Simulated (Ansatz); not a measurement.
HO₃S, SMILES O=[SH](=O)[O-], charge -1.

Geometry: B3LYP-D3(BJ)/def2-SVPD.

Two levels are set side by side: PBE/def2-SVPD (Ansatz, a program for electronic structure) and CAM-B3LYP/def2-SVPD (Ansatz). Energy differences of separate SCF runs at the same geometry; the states with an electron removed or added have multiplicity 2. Differences are taken from unrounded values.

```tsv
quantity	PBE
vertical ionisation energy (eV)	4.30
vertical singlet–triplet gap (eV)	5.10
```

Question: These are the PBE values. What does CAM-B3LYP give? (The exact figures need the calculation; the answer reports its results.)

Answer: 
```tsv
quantity	CAM-B3LYP	PBE minus CAM-B3LYP
vertical ionisation energy (eV)	4.96	-0.66
vertical singlet–triplet gap (eV)	5.81	-0.71
```
